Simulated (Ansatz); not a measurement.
Relaxation of BCl2H4N (8 atoms, charge 0, multiplicity 1), to a largest force component of 0.03 eV/Å in at most 50 steps.

All numbers below come from Ansatz 0.2.0, RKS PBE/def2-SVP.

```xyz
8
Properties=species:S:1:pos:R:3
B 0.008 0.516 -0.460
Cl 0.000 0.043 2.574
N 1.272 0.082 -0.860
H 1.445 -0.839 -1.268
H 2.113 0.641 -0.716
Cl -1.436 -0.474 -0.738
H -0.132 1.625 -0.016
H -0.286 1.056 1.747
```

Where does it end, and by what steps?

It converged. The force dipped under the threshold on the way, but the program's further checks kept it going. After 31 steps the energy has fallen by 0.165 eV; Cl6 moved furthest, 1.54 Å.

```json
{"step": "0", "energy less start (eV)": "0.0000", "largest force component (eV/Å)": "0.736", "accepted": "yes"}
{"step": "2", "energy less start (eV)": "-0.0782", "largest force component (eV/Å)": "0.213", "accepted": "yes"}
{"step": "4", "energy less start (eV)": "-0.0913", "largest force component (eV/Å)": "0.145", "accepted": "yes"}
{"step": "6", "energy less start (eV)": "-0.0957", "largest force component (eV/Å)": "0.085", "accepted": "yes"}
{"step": "8", "energy less start (eV)": "-0.0998", "largest force component (eV/Å)": "0.125", "accepted": "yes"}
{"step": "10", "energy less start (eV)": "-0.1014", "largest force component (eV/Å)": "0.050", "accepted": "yes"}
{"step": "12", "energy less start (eV)": "-0.1021", "largest force component (eV/Å)": "0.029", "accepted": "yes"}
{"step": "14", "energy less start (eV)": "-0.1026", "largest force component (eV/Å)": "0.069", "accepted": "yes"}
{"step": "16", "energy less start (eV)": "-0.1030", "largest force component (eV/Å)": "0.158", "accepted": "yes"}
{"step": "18", "energy less start (eV)": "-0.1033", "largest force component (eV/Å)": "0.224", "accepted": "yes"}
{"step": "20", "energy less start (eV)": "-0.1116", "largest force component (eV/Å)": "0.328", "accepted": "yes"}
{"step": "22", "energy less start (eV)": "-0.1271", "largest force component (eV/Å)": "0.457", "accepted": "yes"}
{"step": "24", "energy less start (eV)": "-0.1590", "largest force component (eV/Å)": "0.164", "accepted": "yes"}
{"step": "26", "energy less start (eV)": "-0.1618", "largest force component (eV/Å)": "0.117", "accepted": "yes"}
{"step": "28", "energy less start (eV)": "-0.1644", "largest force component (eV/Å)": "0.010", "accepted": "yes"}
{"step": "30", "energy less start (eV)": "-0.1648", "largest force component (eV/Å)": "0.037", "accepted": "yes"}
{"step": "31", "energy less start (eV)": "-0.1648", "largest force component (eV/Å)": "0.002", "accepted": "yes"}
```

```xyz
8
Properties=species:S:1:pos:R:3
B -0.295 0.302 -0.679
Cl 1.118 0.968 2.665
N 1.042 -0.073 -0.598
H 1.553 -0.494 -1.375
H 1.584 0.057 0.260
Cl -1.236 0.073 -2.167
H -0.863 0.802 0.279
H 0.079 1.015 1.875
```

Whether the end is a true minimum wasn't checked by a vibrational analysis.

Run time: 40 s on 2 threads of Arm Neoverse V2 (shared host), peak memory 0.12 GiB.
